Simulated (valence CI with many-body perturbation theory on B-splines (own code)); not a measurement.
**Er37+: calculated level list**

Method: configuration interaction combined with many-body perturbation theory (CI+MBPT): three valence electrons over a frozen Dirac-Fock core [Ar] 3d10, a basis of 9 s, 9 p, 8 d, 6 f, 3 g, 1 h functions for each j, with the one-electron correlation potential Σ1 (screened to all orders), the two-electron term Σ2, the three-electron term Σ3, Breit, model QED; selected single and double excitations, second order for the rest, scaled by the run's own slope (own B-spline code, finite nucleus).

The last digits are not significant, and no measured levels were compared; by estimate large intervals hold to a few tenths of a per cent, small ones and those within an open d or f shell to about a per cent.

Levels 1 to 36 of 36, with energies above the lowest level, (4s^2 4p1/2) J=1/2. "Leading %" is the weight of the configuration and term that name the level; weights of strongly mixed levels are sums over their largest components and can fall short, so below about 35 % the name and the second component can differ from the true leading terms, or belong to a minority configuration. In the jj column 3d3/2^4 stands for four electrons in 3d with j = 3/2. Lifetimes count E1, E2, E3, M1 and M2 decay at the calculated energies, and are blank where another channel may lead or the interval is too uncertain; long ones can be off by a factor of two.

```csv
No.,Configuration,Term,J,E (cm⁻¹),Leading %,Second component,Lifetime,Leading jj
1,4s2.4p,2P°,1/2,0,99,,,4s^2 4p1/2 (99 %)
2,4s2.4p,2P°,3/2,502820,99,,857 ns,4s^2 4p3/2 (99 %)
3,4s.4p2,4P,1/2,659590,62,26 % 4s.4p2 2S,51.0 ps,4s 4p1/2^2 (96 %)
4,4s.4p2,4P,3/2,1073900,92,6 % 4s.4p2 2D,370 ps,4s 4p1/2 4p3/2 (99 %)
5,4s.4p2,2D,5/2,1131900,55,44 % 4s.4p2 4P,101 ps,4s 4p1/2 4p3/2 (97 %)
6,4s.4p2,2D,3/2,1216100,67,27 % 4s.4p2 2P,5.06 ps,4s 4p1/2 4p3/2 (94 %)
7,4s.4p2,2P,1/2,1238600,71,24 % 4s.4p2 4P,2.45 ps,4s 4p1/2 4p3/2 (95 %)
8,4s.4p2,4P,5/2,1590800,50,34 % 4s.4p2 2D,296 ps,4s 4p3/2^2 (84 %)
9,4s2.4d,2D,3/2,1619400,87,12 % 4s.4p2 2P,1.44 ps,4s^2 4d3/2 (87 %)
10,4s.4p2,2S,1/2,1741900,69,17 % 4s.4p2 2P,3.60 ps,4s 4p3/2^2 (98 %)
11,4s2.4d,2D,5/2,1757300,82,12 % 4s.4p2 2D,2.39 ps,4s^2 4d5/2 (82 %)
12,4s.4p2,2P,3/2,1774700,59,27 % 4s.4p2 2D,1.61 ps,4s 4p3/2^2 (89 %)
13,4p3,2P°,3/2,1884100,44,27 % 4p3 2D°,4.88 ps,4p1/2^2 4p3/2 (94 %)
14,4s.4p.4d,4F°,3/2,2145200,80,15 % 4s.4p.4d 2D°,26.9 ps,4s 4p1/2 4d3/2 (97 %)
15,4s.4p.4d,4F°,5/2,2187500,50,18 % 4s.4p.4d 2D°,56.5 ps,4s 4p1/2 4d3/2 (90 %)
16,4s.4p.4d,4D°,3/2,2282800,30,18 % 4s.4p.4d 4P°,1.39 ps,4s 4p1/2 4d3/2 (78 %)
17,4s.4p.4d,4D°,1/2,2284300,65,27 % 4s.4p.4d 2P°,1.26 ps,4s 4p1/2 4d3/2 (96 %)
18,4s.4p.4d,4P°,5/2,2296900,21,19 % 4s.4p.4d 4D°,5.77 ps,4s 4p1/2 4d5/2 (78 %)
19,4p3,4S°,3/2,2313100,32,19 % 4p3 2D°,3.40 ps,4p1/2 4p3/2^2 (51 %)
20,4s.4p.4d,4F°,7/2,2337600,54,23 % 4s.4p.4d 2F°,6.36 ps,4s 4p1/2 4d5/2 (93 %)
21,4p3,2D°,5/2,2343100,33,30 % 4s.4p.4d 4P°,3.55 ps,4s 4p1/2 4d5/2 (64 %)
22,4p3,2P°,1/2,2428700,94,6 % 4s.4p.4d 2P°,2.69 ps,4p1/2 4p3/2^2 (94 %)
23,4s.4p.4d,2F°,5/2,2442100,55,36 % 4p3 2D°,2.64 ps,4s 4p1/2 4d5/2 (49 %)
24,4s.4p.4d,2D°,3/2,2471100,27,24 % 4s.4p.4d 2P°,1.46 ps,4s 4p1/2 4d5/2 (50 %)
25,4s.4p.4d,4D°,5/2,2707400,52,18 % 4s.4p.4d 4F°,1.52 ps,4s 4p3/2 4d3/2 (93 %)
26,4s.4p.4d,4D°,3/2,2708200,41,39 % 4s.4p.4d 4P°,1.69 ps,4s 4p3/2 4d3/2 (96 %)
27,4s.4p.4d,4P°,1/2,2709100,87,12 % 4s.4p.4d 4D°,1.82 ps,4s 4p3/2 4d3/2 (98 %)
28,4s.4p.4d,4D°,7/2,2721900,39,38 % 4s.4p.4d 4F°,1.85 ps,4s 4p3/2 4d3/2 (74 %)
29,4s.4p.4d,4F°,9/2,2738800,100,,1.03 μs,4s 4p3/2 4d5/2 (100 %)
30,4s.4p.4d,2D°,3/2,2792500,45,28 % 4s.4p.4d 4P°,2.78 ps,4s 4p3/2 4d5/2 (65 %)
31,4s.4p.4d,2F°,5/2,2800100,48,38 % 4s2.4f 2F°,2.21 ps,4s 4p3/2 4d3/2 (57 %)
32,4s.4p.4d,2D°,3/2,2810000,38,21 % 4p3 2P°,1.46 ps,4s 4p3/2 4d3/2 (55 %)
33,4s.4p.4d,2D°,5/2,2822000,46,38 % 4s.4p.4d 4P°,3.34 ps,4s 4p3/2 4d5/2 (98 %)
34,4s2.4f,2F°,7/2,2852100,41,30 % 4s.4p.4d 2F°,4.30 ps,4s 4p3/2 4d5/2 (57 %)
35,4s.4p.4d,2P°,1/2,2871800,75,19 % 4s.4p.4d 4D°,1.02 ps,4s 4p3/2 4d3/2 (88 %)
36,4s.4p.4d,2F°,7/2,2878300,90,5 % 4s.4p.4d 4D°,3.31 ps,4s 4p3/2 4d5/2 (81 %)
```

The ionisation energy to 4s2 1S_0 of the next ion comes out as 1679.6 eV (NIST: 1678 ± 4 eV (theoretical)). All 36 levels together are meant to be complete up to 2912100 cm⁻¹.
